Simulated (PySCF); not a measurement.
Electric field gradients and quadrupole coupling constants

Compound: C₆H₁₀O₃.
Structure used (GFN2-xTB), in Å, numbered top down from 1:
```xyz
19
C6H10O3 angstrom
C      0.410    2.618   -0.512
C      0.199    1.351   -0.194
C     -1.144    0.769    0.160
O     -0.981   -0.103    1.258
C     -2.097   -0.926    1.473
O      1.277    0.489   -0.114
C      1.183   -0.791   -0.521
C      2.383   -1.564   -0.049
O      0.288   -1.236   -1.185
H     -0.392    3.330   -0.515
H      1.392    2.968   -0.772
H     -1.844    1.582    0.404
H     -1.539    0.213   -0.705
H     -2.996   -0.333    1.683
H     -2.286   -1.566    0.602
H     -1.862   -1.546    2.336
H      2.474   -2.487   -0.613
H      3.280   -0.960   -0.150
H      2.244   -1.797    1.006
```

Field gradients from the PBE0/pcSseg-1 density (PySCF, non-relativistic), principal values in atomic units, ordered |Vxx| ≤ |Vyy| ≤ |Vzz|:

| atom | Vxx | Vyy | Vzz |
| --- | --- | --- | --- |
| O4 | 0.0386 | 2.0330 | -2.0715 |
| O6 | -0.5883 | -1.1435 | 1.7318 |
| O9 | 0.6625 | 0.9843 | -1.6468 |

Q: Find the asymmetry η = (Vxx − Vyy)/Vzz and the couplings χ = eQV/h (234.96 MHz × Q in barn × V in au), with Q(17O) = −0.0256 b.

A: 
```
atom                 environment  nucleus     η  χzz (MHz)  χxx (MHz)  χyy (MHz)
  O4                ether oxygen      17O  0.96      12.46      -0.23     -12.23
  O6  ester single-bonded oxygen      17O  0.32     -10.42       3.54       6.88
  O9       ester carbonyl oxygen      17O  0.20       9.91      -3.98      -5.92
```

At O4 η is above 0.9: Vyy and Vzz are nearly equal in size and opposite in sign, so a small change could swap them and flip the sign of χzz. 

Q: What is Vzz at O4 in SI units (1 au = 9.71736 × 10²¹ V/m²)?

A: -2.0715 au = -20.130 × 10²¹ V/m².

Q: And the gradient at the other heavy atoms, for which no coupling is worked out here?

A: 
```csv
atom,environment,Vzz (au),η
C1,terminal =CH2 carbon,0.219,0.26
C2,vinylic carbon bearing oxygen,-0.415,0.45
C3,sp3 carbon bound to oxygen,0.341,0.48
C5,methoxy carbon,0.382,0.09
C7,ester carbonyl carbon,-0.430,0.82
C8,methyl carbon next to a carbonyl,0.106,0.44
```

Q: What couplings would deuterons (Q(2H) = 0.00286 b) have in place of the hydrogens, at this geometry?

A: 
```
atom  bonded to  bond length (Å)  Vzz (au)     η  χzz (kHz)
 H10         C1            1.073    0.3447  0.07        232
 H11         C1            1.075    0.3420  0.06        230
 H12         C3            1.100    0.2837  0.08        191
 H13         C3            1.102    0.2730  0.10        183
 H14         C5            1.097    0.2899  0.08        195
 H15         C5            1.097    0.2882  0.07        194
 H16         C5            1.088    0.3072  0.07        206
 H17         C8            1.086    0.3139  0.02        211
 H18         C8            1.086    0.3140  0.03        211
 H19         C8            1.089    0.3116  0.03        209
```

One conformer (not necessarily the lowest) at the GFN2-xTB geometry, without solvent, vibrations or thermal averaging. GFN2-xTB bond lengths can be off by several hundredths of an ångström, more for odd bonds, and the gradients follow them. A larger basis could move these couplings by a tenth or more.

These values come from a run that also computed NMR shieldings. Time: 43 s wall. Hardware: x86-64 server, one thread, no GPU, shared host.
